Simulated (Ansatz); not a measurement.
hydronium (SMILES [OH3+]) moved off its minimum; all values from Ansatz (an electronic-structure program), cores frozen in correlated methods.
(charge 1, multiplicity 1)
```xyz
4

O     -0.0085    -0.0071     0.1142
H     -0.5941    -0.7926    -0.1755
H     -0.3743     0.9557    -0.2586
H      0.9376    -0.1309    -0.2534
```

### Question
Give the forces (eV/Å), the total energy and the dipole at CCSD(T)/aug-cc-pVTZ.

### Answer

| atom | Fx | Fy | Fz |
|---|---|---|---|
| O1 | -0.239 | 1.770 | -2.133 |
| H2 | 0.838 | 1.455 | 0.336 |
| H3 | 0.957 | -3.322 | 1.167 |
| H4 | -1.556 | 0.098 | 0.630 |
Energy -76.6038 hartree.
